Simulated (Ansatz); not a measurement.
Mulliken charges of Cl₂H₂NSi (`N[Si](Cl)Cl`) radical from PBE/def2-TZVPP in Ansatz (PBE0-D4/def2-TZVP geometry).

| atom | x (Å) | y (Å) | z (Å) | charge (e) |
| --- | --- | --- | --- | --- |
| N1 | -0.044 | 0.895 | -0.154 | -0.318 |
| Si2 | -0.340 | -0.701 | 0.363 | 0.400 |
| Cl3 | 1.300 | -1.294 | 1.459 | -0.204 |
| Cl4 | -0.574 | -1.850 | -1.330 | -0.205 |
| H5 | 0.311 | 1.580 | 0.495 | 0.163 |
| H6 | -0.611 | 1.306 | -0.880 | 0.163 |

Problem. By hand: the dipole of these point charges (1 e Å = 4.8032 D).

Solution. Σ q r = (-0.318, 0.549, 0.106) e Å, of length 0.643 e Å = 3.09 D.

Problem. How does the dipole of the full density compare? (An estimate is asked.)

Solution. The calculation gave: (-0.145, 0.537, -0.010) e Å, 2.67 D; the point charges give 1.16 times that, at 18° from its direction.

Point charges leave out the atoms' own dipoles, such as those of lone pairs, and Mulliken's split depends on the basis, so the two needn't agree.
